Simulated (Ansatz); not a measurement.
One change: `[F][In-]1([Cl])[O]C=CC=[O+]1` becomes `[Li-]1[O]C=CC=[O+]1`.

Ansatz, PBE0-D4/def2-TZVP geometries, multiplicity 1. 

Elements past krypton have def2 core potentials.

| property | `[F][In-]1([Cl])[O]C=CC=[O+]1` |
| --- | --- |
| HOMO energy (ωB97M-V/def2-TZVPP) / eV | -10.16 |
| HOMO–LUMO gap (PBE0/def2-TZVPP) / eV | 5.43 |
| size of the dipole moment (PBE/def2-TZVPP) / D | 4.98 |
| ideal-gas entropy at 298 K and 1 bar (rigid rotor, harmonic PBE0-D4/def2-TZVP) / J/(mol·K) | 418 |
| HOMO energy (B3LYP/def2-TZVPP) / eV | -7.87 |
| HOMO–LUMO gap (ωB97M-V/def2-TZVPP) / eV | 9.66 |

**Question.** Give the same properties after the change, and the shifts. (An estimate is asked.)

**Answer.** Computed: 
```
                                                                                  property  `[Li-]1[O]C=CC=[O+]1`  shift
                                                     HOMO energy (ωB97M-V/def2-TZVPP) / eV                  -8.52   1.64
                                                      HOMO–LUMO gap (PBE0/def2-TZVPP) / eV                   5.46   0.03
                                            size of the dipole moment (PBE/def2-TZVPP) / D                   1.80  -3.18
ideal-gas entropy at 298 K and 1 bar (rigid rotor, harmonic PBE0-D4/def2-TZVP) / J/(mol·K)                    301   -117
                                                       HOMO energy (B3LYP/def2-TZVPP) / eV                  -6.25   1.62
                                                   HOMO–LUMO gap (ωB97M-V/def2-TZVPP) / eV                   8.71  -0.95
```

The zero-point energy changes by -6.0 kJ/mol with -6 modes. Dipoles are sizes alone; their direction can turn. Modes under 60 cm⁻¹, often nearly free rotors, make the harmonic entropy too high.

B3LYP here is the variant with VWN-RPA as its local correlation; programs differ in this.
